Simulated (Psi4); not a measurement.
C4H9InO (SMILES C=[CH][In]([OH])[CH2]C), singlet, geometry from GFN2-xTB (such geometries of metal compounds can be far from the true shape) (core potentials on In); R2SCAN/def2-TZVPPD in Psi4.

Here is a job for Psi4.
```
memory 2 GB

molecule mol {
0 1
  In    0.010147   -0.010616    0.153980
  C     0.640593    0.637630   -1.923113
  C     0.946427    2.122408   -1.908545
  H    -0.162184    0.391714   -2.619315
  H     1.522536    0.050147   -2.182849
  H     1.682564    2.349843   -1.137277
  H     0.046448    2.699969   -1.694109
  H     1.342797    2.446188   -2.873268
  C    -1.031381   -1.766387    1.099357
  C    -1.458132   -2.816990    0.426197
  H    -1.168344   -1.713644    2.177239
  H    -1.953792   -3.653390    0.908329
  H    -1.339101   -2.903975   -0.644019
  O     0.569028    1.326177    1.492156
  H     0.394606    1.183923    2.419611
}

set basis def2-tzvppd
set reference rks

energy('r2scan')
print_variables()
```

Write the output that Psi4 gives for this input, abridged.


```
   => Loading Basis Set <=

    Name: DEF2-TZVPPD
    Role: ORBITAL
    Keyword: BASIS

    !!!  WARNING: ECP capability is in beta. Please check occupations closely.  !!!

         ---------------------------------------------------------
                                   SCF
               by Justin Turney, Rob Parrish, Andy Simmonett
                          and Daniel G. A. Smith
                              RKS Reference
         ---------------------------------------------------------

  ==> Geometry <==

    Molecular point group: c1
    Full point group: C1

    Geometry (in Angstrom), charge = 0, multiplicity = 1:

       Center              X                  Y                   Z               Mass
    ------------   -----------------  -----------------  -----------------  -----------------
         IN           0.011179306158    -0.005134425107     0.110373266544   114.903878776000
         C            0.641625306158     0.643111574893    -1.966719733456    12.000000000000
         C            0.947459306158     2.127889574893    -1.952151733456    12.000000000000
         H           -0.161151693842     0.397195574893    -2.662921733456     1.007825032230
         H            1.523568306158     0.055628574893    -2.226455733456     1.007825032230
         H            1.683596306158     2.355324574893    -1.180883733456     1.007825032230
         H            0.047480306158     2.705450574893    -1.737715733456     1.007825032230
         H            1.343829306158     2.451669574893    -2.916874733456     1.007825032230
         C           -1.030348693842    -1.760905425107     1.055750266544    12.000000000000
         C           -1.457099693842    -2.811508425107     0.382590266544    12.000000000000
         H           -1.167311693842    -1.708162425107     2.133632266544     1.007825032230
         H           -1.952759693842    -3.647908425107     0.864722266544     1.007825032230
         H           -1.338068693842    -2.898493425107    -0.687625733456     1.007825032230
         O            0.570060306158     1.331658574893     1.448549266544    15.994914619570
         H            0.395638306158     1.189404574893     2.376004266544     1.007825032230

  Running in c1 symmetry.

  Rotational constants: A =      0.12718  B =      0.04329  C =      0.03286 [cm^-1]
  Rotational constants: A =   3812.77858  B =   1297.87223  C =    985.25587 [MHz]
  Nuclear repulsion =  313.487722164408353

  Charge       = 0
[...]
   @DF-RKS iter   6:  -423.20223811521095   -5.54840e-03   1.24285e-04 DIIS/ADIIS
   @DF-RKS iter   7:  -423.20311352370283   -8.75408e-04   7.36315e-05 DIIS
   @DF-RKS iter   8:  -423.20356255186744   -4.49028e-04   1.36992e-05 DIIS
   @DF-RKS iter   9:  -423.20357452347241   -1.19716e-05   6.29204e-06 DIIS
   @DF-RKS iter  10:  -423.20357782702797   -3.30356e-06   1.52200e-06 DIIS
   @DF-RKS iter  11:  -423.20357803095101   -2.03923e-07   4.12778e-07 DIIS
  Energy and wave function converged.

  ==> Post-Iterations <==

   Electrons on quadrature grid:
      Ntotal   =   62.0000310362 ; deviation = 3.104e-05

    Orbital Energies [Eh]
    ---------------------

    Doubly Occupied:

[...]
      31A     -0.222642

    Virtual:

[...]
    Final Occupation by Irrep:
              A
    DOCC [    31 ]
    NA   [    31 ]
    NB   [    31 ]

  @DF-RKS Final Energy:  -423.20357803095101

   => Energetics <=

    Nuclear Repulsion Energy =            313.4877221644083534
    One-Electron Energy =               -1273.9441670182277448
    Two-Electron Energy =                 587.6009803031381580
    DFT Exchange-Correlation Energy =     -50.3481134802697383
    Empirical Dispersion Energy =           0.0000000000000000
    VV10 Nonlocal Energy =                  0.0000000000000000
    Total Energy =                       -423.2035780309510073

Computation Completed

Properties will be evaluated at   0.000000,   0.000000,   0.000000 [a0]

Properties computed using the SCF density matrix

 Multipole Moments:

 ------------------------------------------------------------------------------------
     Multipole            Electronic (a.u.)      Nuclear  (a.u.)        Total (a.u.)
 ------------------------------------------------------------------------------------

 L = 1.  Multiply by 2.5417464519 to convert [e a0] to [Debye]
 Dipole X            :          0.1586366           -0.4159552           -0.2573186
 Dipole Y            :         -1.7423183            1.2039042           -0.5384142
 Dipole Z            :         12.9657014          -13.2565638           -0.2908625
 Magnitude           :                                                    0.6638552

 ------------------------------------------------------------------------------------

  Variable Map:
  ----------------------------------------------------------------------------
[...]
  Array Variable Map:
  ----------------------------------------------------------------------------
[...]
[...]
```
